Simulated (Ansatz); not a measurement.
Correlation energies of CH3BFGa by basis set

Cartesian coordinates in Å:
```
F 0.505 1.560 -0.572
C 0.689 0.355 0.128
B -0.093 -0.819 -0.203
Ga -1.601 0.947 0.389
H 1.418 0.523 0.912
H -0.920 -0.744 -1.095
H 0.002 -1.821 0.441
```

The species carries charge 0 and has multiplicity 1. Correlated methods include outer-core shells of Ga, which these sets cover unevenly. Scalar relativity is left out up to krypton. The bonds changed during the relaxation, so this is another structure than the one it started from. The geometry is a stationary point of PBE0-D4/def2-TZVP. Frozen core, restricted reference, the Gaussian-basis code of Ansatz.

| basis | HF (Eh) | MP2 corr. |
| --- | --- | --- |
| def2-SVP | -2086.55737 | -0.60899 |
| def2-TZVPP | -2087.00474 | -0.73277 |
| def2-QZVPP | -2087.05177 | -1.02326 |

Estimate the CCSD correlation energy and the (T) correction in each basis where they were run (hartree).


```json
{"basis": "def2-SVP", "CCSD corr.": "-0.63305", "(T)": "-0.02076"}
{"basis": "def2-TZVPP", "CCSD corr.": "-0.75224", "(T)": "-0.03172"}
```
